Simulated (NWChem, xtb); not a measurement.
A ladder of methods for SiNH5O3 (SMILES N[Si](O)(O)O)

The species is SiNH5O3 (10 atoms), meant as a singlet with charge 0. As SMILES, `N[Si](O)(O)O`. The coordinates come from a PBE0-D4/def2-TZVP relaxation. This is one conformer, not always the lowest.

```xyz
10

N     1.0562   -1.0870    0.0912
Si   -0.1601    0.0945    0.0233
O    -0.0999    1.3433    1.0854
O    -1.5261   -0.7441    0.3414
O    -0.0974    0.8392   -1.4383
H     0.9757   -1.8465    0.7464
H     2.0166   -0.8598   -0.1026
H     0.1757    2.1850    0.7204
H    -2.2372   -0.2360    0.7338
H    -0.0206    0.2603   -2.1980
```

Each level gives the dipole moment (D). The values are calculated.

```tsv
level	kind	program	value (D)	CPU time
GFN2-xTB	semi-empirical	xtb	1.14	under 2 s
GFN0-xTB	semi-empirical	xtb	0.99	under 2 s
GFN1-xTB	semi-empirical	xtb	1.45	under 2 s
HF/STO-3G	Hartree–Fock	NWChem	0.92	2.4 s
HF/3-21G	Hartree–Fock	NWChem	1.49	2.3 s
HF/def2-SVP	Hartree–Fock	NWChem	1.23	9.8 s
BLYP/6-31G** (spherical functions)	GGA	NWChem	1.11	16 s
PBE/pcseg-1	GGA	NWChem	1.16	15 s
r2SCAN/6-31G	meta-GGA	NWChem	1.51	20 s
B3LYP/6-31G* (spherical functions)	global hybrid	NWChem	1.17	25 s
```

The values span 0.92 to 1.51 D. Magnitudes only. Sets without polarisation functions give poor dipoles. CPU times are rough (shared hosts, several kinds of processor and program).
